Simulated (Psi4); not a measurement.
## InH3SO2 (SMILES [OH][In]([OH])[SH]): the dipole moment, rung by rung

InH3SO2 has 7 atoms, charge 0, and is taken as a singlet. SMILES: `[OH][In]([OH])[SH]`. The shape was relaxed beforehand at PBE0/def2-TZVP. This is one conformer, not always the lowest.

```jsonl
{"atom": "O", "x (Å)": "-0.0476", "y (Å)": "1.8256", "z (Å)": "-0.9092"}
{"atom": "In", "x (Å)": "0.0264", "y (Å)": "0.0616", "z (Å)": "-0.0188"}
{"atom": "O", "x (Å)": "-1.0991", "y (Å)": "-1.3192", "z (Å)": "-0.8674"}
{"atom": "S", "x (Å)": "1.3116", "y (Å)": "-0.4626", "z (Å)": "1.8922"}
{"atom": "H", "x (Å)": "0.5042", "y (Å)": "2.4924", "z (Å)": "-0.4939"}
{"atom": "H", "x (Å)": "-1.5666", "y (Å)": "-0.9740", "z (Å)": "-1.6329"}
{"atom": "H", "x (Å)": "0.8755", "y (Å)": "-1.7346", "z (Å)": "1.8942"}
```

Each level gives the dipole moment (D). The values are calculated.

| level | kind | program | value (D) |
| --- | --- | --- | --- |
| PBE-D4/def2-TZVPP (density fitting, core potential) | GGA | Psi4 | 0.75 |
| r2SCAN-D4/def2-TZVPP (density fitting, core potential) | meta-GGA | Psi4 | 0.76 |
| B3LYP-D4/def2-TZVPP (density fitting, core potential) | global hybrid | Psi4 | 0.87 |
| PBE0-D4/def2-TZVPP (density fitting, core potential) | global hybrid | Psi4 | 0.83 |
| wB97M-V/def2-TZVPP (density fitting, core potential) | range-separated hybrid | Psi4 | 0.88 |

The values span 0.75 to 0.88 D. Magnitudes only.
